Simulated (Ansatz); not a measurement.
Isolated molecules relaxed with PBE0-D4/def2-TZVP in Ansatz; ΔE leaves out vibrations. CCSD(T)/CBS adds triple-zeta CCSD(T) − MP2 to the extrapolated MP2 energy (def2 sets, frozen cores). This one scheme is used for every species. DFT in def2-TZVPP. HSE06 is defined as in plane-wave codes. For Br outer-core shells are correlated without core-valence functions, which leaves a few kJ/mol of doubt a bond. Scalar relativity is left out up to krypton. One conformer a species, not always the lowest.

Reaction (formal hydrolysis of a B–Br bond): `NB(N)Br` + H₂O → `NB(N)O` + HBr

`NB(N)Br`:

```xyz
8

N     0.663   -1.068   -0.213
B    -0.334   -0.125    0.069
N    -0.142    1.263    0.106
Br   -2.132   -0.797    0.441
H     0.475   -2.053   -0.228
H     1.616   -0.824   -0.417
H    -0.890    1.898    0.313
H     0.743    1.705   -0.071
```

H₂O:

Cartesian coordinates in Å:
```
O 0.164 0.305 -0.177
H -0.702 0.264 0.234
H 0.539 -0.569 -0.057
```

`NB(N)O`:

Cartesian coordinates in Å:
```
N -1.219 0.265 -0.120
B 0.168 -0.050 -0.157
N 0.945 -0.136 1.022
O 0.832 -0.289 -1.347
H -1.795 0.335 -0.938
H -1.717 0.442 0.732
H 1.922 -0.359 0.982
H 0.590 0.015 1.947
H 0.273 -0.223 -2.121
```

HBr:

Z-matrix (Å, degrees):
```
Br
H 1 1.420
```

```
        level  ΔE (kcal/mol)
      BLYP-D4           -4.6
      PBE0-D4           -3.4
     HSE06-D4           -3.4
      ωB97M-V           -4.6
       revPBE           -3.4
       r2SCAN           -4.6
CCSD/def2-SVP           -8.4
HF/def2-QZVPP           -7.7
```

**Question.** What does CCSD(T)/CBS give? (Estimate.)

**Answer.** Ansatz gave: -3.3 kcal/mol. The listed levels differ from it by -1.3, -0.1, -0.1, -1.3, -0.1, -1.3, -5.1, -4.4 kcal/mol.

Largest T1 diagnostic among the species: 0.010.

The D4 term adds +1.1 kcal/mol with B3LYP and +0.6 kcal/mol with PBE0; it sums over pairs of atoms, weighted by their polarisabilities, and B3LYP, whose exchange is more repulsive, gets the larger term. At CCSD(T), def2-SVP lies −4.7 kcal/mol from the extrapolated value and def2-TZVPP −1.1 kcal/mol. Leaving LDA and LC-ωPBE aside and taking each functional with its dispersion term where it has one, the values, not all of them listed here, spread over 3.8 kcal/mol, from CAM-B3LYP-D4 to revPBE-D4. LDA lies −1.4 kcal/mol from PBE without D4.

B3LYP here is the variant with VWN-RPA as its local correlation; programs differ in this.
